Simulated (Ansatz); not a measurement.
Relaxation of CH6OSi2 (10 atoms, charge 0, multiplicity 1), to a largest force component of 0.02 eV/Å in at most 50 steps.

Theory: RKS r2SCAN-D4/STO-3G (Ansatz).

```xyz
10
Properties=species:S:1:pos:R:3:forces:R:3
C -0.786 0.529 -0.264 -2.16 1.13 1.25
Si -0.382 -1.223 0.079 -4.18 -1.71 -0.22
O 1.183 -0.862 -0.260 3.00 -3.48 0.66
Si 1.081 0.766 0.079 3.05 9.76 -1.73
H -1.122 0.771 -1.325 0.79 -0.51 1.45
H -1.513 1.065 0.432 0.96 -1.10 -0.88
H -0.535 -1.621 1.501 0.38 -0.06 -0.74
H -0.893 -2.163 -0.909 0.17 -0.69 0.22
H 1.326 1.079 1.543 -1.39 -1.73 0.24
H 2.067 -0.959 -0.695 -0.62 -1.61 -0.23
```

Problem. Where does it end, and by what steps?

Solution. The forces met the threshold. Limits of this set-up: minimal basis. After 14 steps the energy has fallen by 3.012 eV; H10 moved furthest, 0.44 Å. The start is strongly strained (largest force component 10 eV/Å).

```tsv
step	energy less start (eV)	largest force component (eV/Å)	accepted
0	0.0000	9.757	yes
1	-1.8062	4.391	yes
2	-2.5311	1.555	yes
3	-2.7166	1.019	yes
4	-2.8775	0.529	yes
5	-2.9330	0.537	yes
6	-2.9841	0.467	yes
7	-2.9939	0.411	yes
8	-2.8602	0.998	no
9	-3.0097	0.097	yes
10	-3.0099	0.127	yes
11	-3.0112	0.102	yes
12	-3.0120	0.074	yes
13	-3.0120	0.068	no
14	-3.0121	0.015	yes
```

```xyz
10
Properties=species:S:1:pos:R:3
C -0.738 0.592 -0.227
Si -0.382 -1.188 0.091
O 1.380 -0.879 0.066
Si 1.175 1.092 -0.110
H -1.187 0.761 -1.211
H -1.388 1.048 0.526
H -0.640 -1.739 1.407
H -0.635 -2.197 -0.926
H 1.098 1.122 1.380
H 1.743 -1.229 -0.814
```

Whether the end is a true minimum wasn't checked by a vibrational analysis.

Time of the run: 55 s on 1 thread of Arm Neoverse V1 (shared host), peak memory 0.14 GiB.
